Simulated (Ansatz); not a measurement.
Basis-set series for ClFH$_{3}$NSSi$_{2}$ (`N[Si@@H]1S[Si@]1(F)Cl`). Charge 0, multiplicity 1. Geometry: relaxed with PBE0-D4/def2-TZVP. It is one conformer, not always the lowest.

```tsv
functional	basis	functions	energy (Eh)	HOMO (eV)	LUMO (eV)
PBE0-D4	def2-SVP	115	-1592.69946	-7.01	-0.42
PBE0-D4	def2-QZVPP	484	-1593.46292	-7.13	-0.89
ωB97M-V	def2-SVP	115	-1593.25617	-8.95	1.55
ωB97M-V	def2-QZVPP	484	-1594.01661	-9.12	0.80
```

Q: Give the rows for def2-TZVPP. (An estimate is asked.)

A: Computed: 
| functional | basis | functions | energy (Eh) | HOMO (eV) | LUMO (eV) |
| --- | --- | --- | --- | --- | --- |
| PBE0-D4 | def2-TZVPP | 272 | -1593.40891 | -7.09 | -0.78 |
| ωB97M-V | def2-TZVPP | 272 | -1593.96571 | -9.07 | 1.06 |

Positive LUMOs are unbound and depend on the basis.
